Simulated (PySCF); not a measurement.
PySCF input:

```python
from pyscf import gto, scf, dft

mol = gto.M(
    atom='''
    Be   -0.00244410    0.49155060   -0.08914113
    F     1.18983741   -0.20123978   -0.52014940
    F    -1.18875115   -0.01722715    0.55976768
    ''',
    basis='def2-tzvpd',
    charge=-1,
    spin=1,
    verbose=4,
)

mf = dft.UKS(mol, xc='bp86').density_fit(auxbasis='def2-universal-jkfit')
mf.grids.level = 3
mf.conv_tol = 1e-9
mf.max_cycle = 100
mf.max_memory = 1500
mf.kernel()
if not mf.converged:
    mf = mf.newton()
    mf.kernel(mf.make_rdm1())
for _ in range(2):
    mo, _, stable, _ = mf.stability(return_status=True)
    if stable:
        break
    mf.kernel(mf.make_rdm1(mo, mf.mo_occ))
mf.analyze()
```

**Question.** Which total energy does the run end on?

**Answer.** -214.67800 Eh (BP86/def2-TZVPD).
